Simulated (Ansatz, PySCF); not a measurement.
NbF₃, SMILES [F][Nb]([F])[F] (connectivity only; charge and spin as stated), neutral, multiplicity 3. Atoms are numbered in the order given.

```xyz
4

Nb     0.0000     0.0960    -0.1123
F     -0.0007     1.7048     0.8092
F     -0.0005    -1.6387     0.6057
F      0.0013    -0.1621    -1.9719
```
Charge 0, spin multiplicity 3.

Geometry: PBE0-D3(BJ)/def2-TZVP. The multiplicity is an assumed one; other spin states were not compared. The def2 effective core potentials stand for the cores of Nb; spin–orbit coupling is left out.

Two levels are set side by side: PBE-D3(BJ)/def2-TZVP (Ansatz, an electronic-structure program) and PBE0-D3(BJ)/def2-TZVP (Ansatz). Each level has its own optimised geometry; the coordinates shown are those of the second. Frequencies come from the Hessian of PySCF at each geometry. Differences are taken from unrounded values.

```tsv
quantity	PBE0-D3(BJ)	PBE-D3(BJ)	PBE-D3(BJ) minus PBE0-D3(BJ)
mean bond length (Å)	1.870	1.882	0.012
bond Nb1–F2 (Å)	1.854	1.867	0.013
bond Nb1–F3 (Å)	1.877	1.890	0.012
bond Nb1–F4 (Å)	1.877	1.890	0.012
highest harmonic wavenumber (cm⁻¹)	719	699	-20
mean harmonic wavenumber (cm⁻¹)	391	382	-9
zero-point energy (kcal/mol)	3.36	3.28	-0.08
```

GGA bonds tend to be longer and softer than those of functionals with exact exchange. Differences between two approximate levels are no errors against the true value.
